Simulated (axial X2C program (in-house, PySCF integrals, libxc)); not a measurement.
Potential curves of InBr⁺, with spin–orbit coupling

All values were computed with an in-house all-electron X2C program for linear molecules (integrals from PySCF). Two-component (2c) means X2C with spin–orbit coupling and atomic mean-field two-electron Coulomb and Gaunt terms. Basis: In dyall-cv3z [11s12p9d4f1g], Br dyall-cv3z [8s9p6d4f1g] (cores contracted in-house); Gaussian nuclei, density fitting, unrestricted open shells. Masses: In 114.904 u, Br 78.918 u.

State: Ω = 1/2 (⟨Sz⟩ = 0.49, ⟨Lz⟩ = 0.01 at PBE0). Energies in cm⁻¹ from the fragments at the same level (In+ + Br). Fits are polynomials in 1 − R0/R over 0.85 to 1.23 times the lowest point R0.

```
 R (Å)   PBE0
2.1454   1405
2.2441  -2224
2.3180  -3666
2.3920  -4356
2.4660  -4525
2.5523  -4310
2.6386  -3858
2.7496  -3172
2.8852  -2423
3.0825  -1729
```

The state is one determinant whose occupation by symmetry is held fixed; it was picked as the lowest of a PBE0 search that is not exhaustive. De is counted from the lowest determinant-based energies of the atoms at the same level, without counterpoise correction. Density functionals use the spin component along the axis (collinear). The functionals have no current-density term, which raises determinants with orbital currents, atoms included.

Question: Fit the PBE0 curve near its minimum: give the equilibrium distance, the harmonic wavenumber and the well depth.

Answer: At PBE0, 2c: Re = 2.460 Å, ωe ≈ 213 cm⁻¹, De = 0.56 eV to In+ + Br; Be follows as 0.0595 cm⁻¹.
